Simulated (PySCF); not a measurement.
LDA on S (sulfur, neutral), [Ne] 3s1 3p4 3d1, one real determinant (an excited configuration). All numbers are calculated (PySCF 2.14, the spin-free X2C one-electron Hamiltonian (Gaussian nucleus), in aug-cc-pCVTZ-DK (8s7p5d3f, 75 functions)).

```
cycle= 1 E= -397.116834583112  delta_E= -0.0207  |g|= 0.038  |ddm|= 0.355
cycle= 2 E= -397.116996366396  delta_E= -0.000162  |g|= 0.012  |ddm|= 0.0663
cycle= 3 E= -397.117063266347  delta_E= -6.69e-05  |g|= 0.00558  |ddm|= 0.0328
cycle= 4 E= -397.117077112161  delta_E= -1.38e-05  |g|= 0.000342  |ddm|= 0.00886
cycle= 5 E= -397.11707713608  delta_E= -2.39e-08  |g|= 1.52e-05  |ddm|= 0.000534
cycle= 6 E= -397.117077136303  delta_E= -2.23e-10  |g|= 1.27e-06  |ddm|= 6.62e-05
converged SCF energy = -397.117077136303  <S^2> = 6.0038378  2S+1 = 5.0015349
```

Highest occupied orbital energy: 1.137 eV; ⟨L²⟩ = 8.01; populations by l: s 5.00, p 10.00, d 1.00, f 0.00.

**Question.** Can this result be used?

**Answer.** Not for this state. Self-consistency was reached. ⟨L²⟩ = 8.01 against 12 for a pure F term, so this real determinant mixes terms. The outer electron is Rydberg-like, and this basis confines it to a smaller radius and binds it less than a complete one would. At LDA the highest occupied level has a positive energy, so only the finite basis holds that electron; for this excited configuration the basis is too tight for the outer shell.
